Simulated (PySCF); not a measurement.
Compound: C5H6NO3P.
Bonds: O1–P2 (double), P2–O3, P2–O4, P2–C5, C5–C6 (aromatic), C6–C7 (aromatic), C7–N8 (aromatic), N8–C9 (aromatic), C9–C10 (aromatic), C5–C10 (aromatic). Hydrogens: H11 on O3; H12 on O4; H13 on C6; H14 on C7; H15 on C9; H16 on C10.

NICS = −σ at a ghost point: NICS(0) at the centroid of the ring atoms, NICS(1) 1 Å to either side along the normal of their mean plane, zz for the tensor component along that normal. Level: GIAO PBE0/pcSseg-1 (PySCF, non-relativistic, gas phase) on the GFN2-xTB geometry, one conformer.

Ring bond lengths (Å), with Mayer bond orders in brackets: C5–C6 1.385 (1.38), C6–C7 1.388 (1.39), C7–N8 1.321 (1.48), N8–C9 1.322 (1.47), C9–C10 1.387 (1.39), C10–C5 1.386 (1.42).

**Question.** Give the NICS values of each ring in ppm.

**Answer.** 
```
              ring                                               type  NICS(0)  NICS(1), two faces  NICS(1)zz, two faces  rms pucker (Å)  centre to ring atoms, mean (Å)
C5–C6–C7–N8–C9–C10  6-membered ring with N; formal bonds all aromatic     -7.7       -11.5 / -11.6         -28.6 / -28.9            0.00                            1.36
```

**Question.** What do they say, and how far can they be read as aromaticity?

**Answer.** 
- C5–C6–C7–N8–C9–C10: mean NICS(1)zz -28.7 ppm, shielded. For a flat ring without four-coordinate atoms the NICS criterion counts such a value as aromatic.

**Question.** And the bond-length index? HOMA = 1 − mean of α(R − Ropt)² over the ring bonds, with Krygowski's 1993 parameters (CC: Ropt 1.388 Å, α 257.7 Å⁻²; CN: Ropt 1.334 Å, α 93.52 Å⁻²).

**Answer.** 
- C5–C6–C7–N8–C9–C10: HOMA 0.99; the largest term is that of C7–N8, α(R − Ropt)² = 0.02. The geometric and the magnetic index point the same way.

**Question.** At the first NICS(1) probe listed for ring C5–C6–C7–N8–C9–C10, 1 Å off the ring, how large is the induced field along the normal in 7.05 T applied along it?

**Answer.** NICSzz × B0 = -28.6 ppm × 7.05 T = -202 μT, against the applied field.

**Question.** What are the shieldings of the ring atoms and their hydrogens in the same run (means over atoms taken as equivalent)?

**Answer.** 
```tsv
atoms	environment	σ isotropic (ppm)
C5	substituted aromatic carbon	40.6
C6 (×2)	aromatic CH carbon	58.8
C7 (×2)	aromatic CH next to a ring nitrogen	30.7
N8	pyridine-type nitrogen	-105.1
H13 (×2)	aromatic hydrogen	23.93
H14 (×2)	aromatic hydrogen	22.56
```

Time: 48 s wall. Hardware: Arm Neoverse V1, one thread (shared host). This is the whole shielding run at PBE0/pcSseg-1, SCF included.

Shape of the structure used: `[O:1]=[P:2]([OH:3])([OH:4])[c:5]1[cH:6][cH:7][n:8][cH:9][cH:10]1`: O1–P2–C5–C6 139°, H–O3–P2–O1 -166°, H–O4–P2–O1 -13°.
